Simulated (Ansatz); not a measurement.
One change: `O=COCO` becomes `O=C[O][GeH3]`.

Ansatz, PBE0-D4/def2-TZVP geometries, multiplicity 1. Each molecule was computed in one conformer, which needn't be the lowest.

Scalar relativity is left out up to krypton.

```
                                        property  `O=COCO`
  zero-point energy (PBE0-D4/def2-TZVP) / kJ/mol     179.6
size of the dipole moment (B3LYP/def2-TZVPP) / D      1.38
           LUMO energy (ωB97M-V/def2-TZVPP) / eV      1.95
               LUMO energy (PBE/def2-TZVPP) / eV     -1.48
             HOMO–LUMO gap (PBE/def2-TZVPP) / eV      5.38
           HOMO–LUMO gap (B3LYP/def2-TZVPP) / eV      7.66
```

Give the same properties after the change, and the shifts. (An estimate is asked.)

Ansatz gave: 
| property | `O=C[O][GeH3]` | shift |
| --- | --- | --- |
| zero-point energy (PBE0-D4/def2-TZVP) / kJ/mol | 125.1 | -54.5 |
| size of the dipole moment (B3LYP/def2-TZVPP) / D | 1.76 | 0.38 |
| LUMO energy (ωB97M-V/def2-TZVPP) / eV | 1.86 | -0.09 |
| LUMO energy (PBE/def2-TZVPP) / eV | -1.19 | 0.29 |
| HOMO–LUMO gap (PBE/def2-TZVPP) / eV | 5.52 | 0.14 |
| HOMO–LUMO gap (B3LYP/def2-TZVPP) / eV | 7.79 | 0.13 |

With PBE0 the HOMO rises by 0.20 eV and the LUMO rises by 0.32 eV, so the gap widens by about 0.12 eV. PBE moves the HOMO by 0.15 eV and ωB97M-V by 0.18 eV. The zero-point energy changes by -54.5 kJ/mol with -3 modes. Dipoles are sizes alone; their direction can turn.

B3LYP here is the variant with VWN-RPA as its local correlation; programs differ in this.
